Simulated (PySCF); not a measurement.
## Spectroscopy problems

[PySCF: geometry from GFN2-xTB; shielding tensors at PBE0/pcSseg-1 (GIAO); non-relativistic Hamiltonian; single conformer; equivalent nuclei averaged; gas phase]

Scale: $^{1}$H (σref 31.72), $^{13}$C (σref 186.93) against TMS (reference shieldings calculated alike). Where no couplings were computed, multiplicities follow the n + 1 count of equivalent neighbours, and m marks all less simple cases (inequivalent or close neighbours, rings, F or P nearby). Shifts are as computed. Against solution values, carbons near 30 ppm lie about +3 ppm off and those near 130 ppm about +5 ppm. Of 1309 compounds with measured shifts, 239 miss one by over three times the rms of a fit or turn the order of signals round; such compounds aren't used in these exercises.

Task: C8H12Si2. $^{1}$H NMR (500 MHz, computed): δ 7.61 (m, 2H), 7.51 (m, 1H), 7.28 (d, 2H), 6.78 (q, 1H), 4.31 (s, 3H), 4.28 (d, 3H). $^{13}$C{$^{1}$H} NMR (computed): δ 173.4 (C), 156.1 (C), 145.0 (CH), 133.8 (CH), 131.8 (CH), 131.0 (CH). Identify the compound.

Result: `[SiH3]/C=C(\[SiH3])c1ccccc1`. Rings plus π bonds: 5 (1 ring in the answer). 6 carbon signals for 8 carbons: some carbons are equivalent by symmetry or fast rotation. Carbon types of the structure: 2 × C, 6 × CH, leaving 6 H on heteroatoms. δC 173.4: fully substituted alkene carbon. δC 156.1: substituted aromatic carbon. δC 145.0: alkene CH; the olefinic region. δC 133.8, 131.8, 131.0: aromatic CH; the aromatic region.

The data come from this structure; uniqueness wasn't tested.

Task: C6H12O2Si. $^{1}$H NMR (500 MHz, computed): δ 6.66 (m, 1H), 4.74 (m, 1H), 4.61 (m, 1H), 4.53 (m, 1H), 4.17 (m, 1H), 4.12 (m, 1H), 4.02 (m, 1H), 3.90 (m, 1H), 3.56 (m, 1H), 3.48 (m, 1H), 1.12 (m, 1H), 0.68 (m, 1H). $^{13}$C{$^{1}$H} NMR (computed): δ 158.5 (CH), 88.4 (CH2), 75.5 (CH2), 72.2 (CH2), 63.8 (CH), 12.3 (CH2). What is it?

Result: SMILES C=CO[C@@H]1COCC[SiH2]1. The formula gives 2 degrees of unsaturation (1 ring in the answer). 6 carbon signals for 6 carbons: no two carbons are equivalent. Carbon types of the structure: 2 × CH, 4 × CH2, leaving 2 H on heteroatoms. δC 158.5: alkene carbon bearing oxygen; an sp2 carbon further deshielded by the attached heteroatom. δC 88.4: β carbon of an enol-ether or enamine type C=C; the O or N lone pair pushes π density onto this β carbon and shields it. δC 75.5, 72.2: sp3 CH2 bonded to O; the inductive effect lowers its shielding. δC 63.8: sp3 CH bonded to O and Si; deshielded by the electronegative neighbour.

This is the structure that produced the data.
